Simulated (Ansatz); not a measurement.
Isolated molecules relaxed with PBE0-D4/def2-TZVP in Ansatz; ΔE leaves out vibrations. CCSD(T)/CBS is the MP2 limit (def2-TZVPP, def2-QZVPP) plus CCSD(T) − MP2 in def2-TZVPP, frozen cores. This one scheme is used for every species, atoms too. Functionals use def2-TZVPP. HSE06 is defined as in plane-wave codes. No spin–orbit coupling; open shells (•) take unrestricted orbitals. Spin–orbit coupling would lower the free atoms: a little for B, C, F, O. Each species was taken in one conformer, which may not be the lowest.

`COB(F)OC` → B• + 2 C• + F• + 6 H• + 2 O•  (atomization)

```csv
level,ΔE (kJ/mol)
r2SCAN-D4,5082.7
HSE06,5055.6
```

(1) What does CCSD(T)/CBS give? (Estimate.)

Largest T1 diagnostic among the species: 0.014.

## Answers

(1) Computed: +5057.2 kJ/mol. The listed levels differ from it by 25.5, -1.6 kJ/mol.

The D4 term adds +30.0 kJ/mol with B3LYP and +15.9 kJ/mol with PBE0; it sums over pairs of atoms, weighted by their polarisabilities, and B3LYP, whose exchange is more repulsive, gets the larger term. In def2-TZVPP, CCSD(T) changes the Hartree–Fock value by +1184.6 kJ/mol (the triples alone add +70.9 kJ/mol) and MP2 by +1309.8 kJ/mol; breaking electron pairs costs correlation energy, which Hartree–Fock lacks. From PBE to PBE0 (25 % exact exchange), in def2-TZVPP and without D4, ΔE moves by −105.8 kJ/mol: exact exchange takes away binding that semilocal exchange gives to molecules.

B3LYP here is the variant with VWN-RPA as its local correlation; programs differ in this.

For atomizations the MP2-based limit and the directly extrapolated one differ by several kJ/mol either way, and by 10 to 25 for some Ge, Se and Sn compounds, so smaller differences from it don't rank the levels.
